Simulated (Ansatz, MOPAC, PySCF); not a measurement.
CH3Cl (SMILES CCl) and C2H6 (SMILES CC) are pulled apart as rigid monomers along the line of their centres of mass, from the B3LYP-D3(BJ)/def2-TZVP minimum. Starting geometry (charge 0, multiplicity 1):
```xyz
13

C     -0.67174    -0.91114     0.84014
Cl    -0.84297     0.87419     0.79900
H     -0.58798    -1.26875    -0.18153
H      0.22179    -1.15511     1.40631
H     -1.55090    -1.32723     1.32201
C      0.74123     0.34104     4.30954
C     -0.60887    -0.35674     4.44466
H      1.06351     0.38571     3.26781
H      1.51610    -0.17585     4.87941
H      0.69154     1.36849     4.67466
H     -1.37381     0.15316     3.85674
H     -0.94415    -0.37545     5.48350
H     -0.55886    -1.39207     4.09987
```

Interaction energies with rigid monomers; basis-set methods are counterpoise corrected unless marked otherwise.

Rows in 6-31G* carry no dispersion term and start afresh at each structure (6-31G* with six Cartesian d functions). The state reached by AM1 isn't checked.

Run with Ansatz (a quantum-chemistry and plane-wave program); MOPAC for AM1 (differences of heats of formation); PySCF for 6-31G* rows, the dispersion terms. Values without a source in brackets are computed.

```
H4···H8 (Å)  AM1 (kcal/mol)  HF/6-31G* (no counterpoise) (kcal/mol)  BP86/6-31G* (no counterpoise) (kcal/mol)  B3LYP/6-31G* (no counterpoise) (kcal/mol)  PBE0-D3(BJ)/def2-TZVPPD (kcal/mol)
-----------  --------------  --------------------------------------  ----------------------------------------  -----------------------------------------  ----------------------------------
2.38                   0.40                                    2.22                                      1.71                                       1.21                               -1.12
2.56                   0.21                                    0.82                                      0.87                                       0.32                               -1.54
2.85                   0.14                                     ___                                      0.46                                        ___                               -1.36
3.38                   0.03                                   -0.09                                      0.22                                      -0.01                               -0.74
4.28                  -0.01                                   -0.02                                      0.02                                       0.00                               -0.22
```

### Question
Fill in the missing entries.

### Answer

- 2.85, B3LYP/6-31G* (no counterpoise) (kcal/mol): -0.01
- 2.85, HF/6-31G* (no counterpoise) (kcal/mol): 0.09
